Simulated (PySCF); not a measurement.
**Structure from NMR data**

An unknown has the formula C8H10O2. Its calculated NMR data are:

1H NMR (500 MHz, computed): δ 7.10 (m, 2H), 6.75 (d, 2H), 3.91 (s, 6H).

13C{1H} NMR (computed): δ 156.9 (C, 2C), 124.9 (CH, 2C), 112.9 (CH, 2C), 55.5 (CH3, 2C).

Non-relativistic, isolated molecule, a single conformation, fast rotation and ring inversion assumed for equivalent nuclei. GFN2-xTB structure; shielding tensors at PBE0/pcSseg-1 (GIAO); PySCF 2.14.

References, each an isolated molecule treated in the same way: TMS for 1H and 13C.

Q: Deduce the structure.

A: 
The formula gives 4 degrees of unsaturation (1 ring in the answer). 4 carbon signals for 8 carbons: some carbons are equivalent by symmetry or fast rotation. Carbon types of the structure: 2 × C, 4 × CH, 2 × CH3, which accounts for all hydrogens. δC 156.9: aromatic carbon bearing oxygen; an ipso carbon deshielded by its heteroatom. δC 124.9, 112.9: aromatic CH. δC 55.5: methyl carbon bonded to O; deshielded by the electronegative neighbour. δH 7.10, 6.75: hydrogen on an aromatic CH. δH 3.91: hydrogen on a methyl carbon bonded to O; its carbon carries O, hence the downfield position.

These data were computed for 1,2-dimethoxybenzene.

The data come from this structure; uniqueness wasn't tested.

Shifts are as computed. Against solution values, carbons near 30 ppm lie about +3 ppm off and those near 130 ppm about +5 ppm. Of 1211 compounds with measured shifts, 218 miss one by over three times the rms of a fit or turn the order of signals round; such compounds aren't used in these exercises. No couplings were computed; multiplicities are counted from neighbouring protons, with m where these are inequivalent, close in shift, in a saturated or five-membered ring or joined by F or P, and br s for small geminal =CH2 splittings.
